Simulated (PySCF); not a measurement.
C2H6BFO2, SMILES C(OB(O)F)C.

Geometry: PBE0-D3(BJ)/def2-SVP. The values are those of a single conformer.

The numbers are results of PySCF with PBE0-D3(BJ)/def2-SVP, not measurements.

Frequencies are harmonic and unscaled.

Computed vibrational spectrum:
| mode | ν (cm⁻¹) | IR (km/mol) | moving atoms (share of kinetic energy) |
|---|---|---|---|
| 1 | 66 | 0.4 | O 34 %, C 33 %, H 29 % |
| 2 | 105 | 2.3 | O 33 %, F 31 %, C 22 %, H 13 % |
| 3 | 204 | 2.5 | H 54 %, O 28 %, C 12 % |
| 4 | 291 | 2.3 | H 69 %, C 16 %, O 13 % |
| 5 | 393 | 12.8 | C 26 %, O 25 %, F 24 %, H 19 % |
| 6 | 455 | 24.7 | O 35 %, F 26 %, H 22 %, C 10 % |
| 7 | 510 | 82.2 | H 77 %, O 13 % |
| 8 | 532 | 9.9 | O 34 %, H 28 %, F 19 %, C 15 % |
| 9 | 687 | 84.8 | B 79 %, O 15 % |
| 10 | 798 | 10.7 | H 71 %, O 13 %, C 10 % |
| 11 | 837 | 12.0 | O 43 %, H 36 %, C 12 %, F 9 % |
| 12 | 950 | 6.7 | H 40 %, C 28 %, O 21 %, F 9 % |
| 13 | 1002 | 107.4 | H 73 %, O 17 % |
| 14 | 1116 | 6.0 | C 56 %, H 39 % |
| 15 | 1164 | 35.2 | C 40 %, H 30 %, O 26 % |
| 16 | 1194 | 10.2 | H 46 %, C 38 %, O 12 % |
| 17 | 1323 | 3.3 | H 91 % |
| 18 | 1370 | 30.2 | H 78 %, C 19 % |
| 19 | 1414 | 115.6 | H 67 %, C 28 % |
| 20 | 1447 | 334.1 | B 54 %, H 26 %, O 11 % |
| 21 | 1459 | 72.7 | H 75 %, B 17 % |
| 22 | 1473 | 38.9 | H 88 % |
| 23 | 1483 | 73.5 | H 81 % |
| 24 | 1557 | 432.6 | B 53 %, H 23 %, O 22 % |
| 25 | 3061 | 11.8 | H 97 % |
| 26 | 3067 | 35.0 | H 94 % |
| 27 | 3125 | 14.8 | H 90 %, C 10 % |
| 28 | 3162 | 16.5 | H 91 %, C 9 % |
| 29 | 3167 | 18.7 | H 90 %, C 10 % |
| 30 | 3929 | 114.1 | H 94 % |
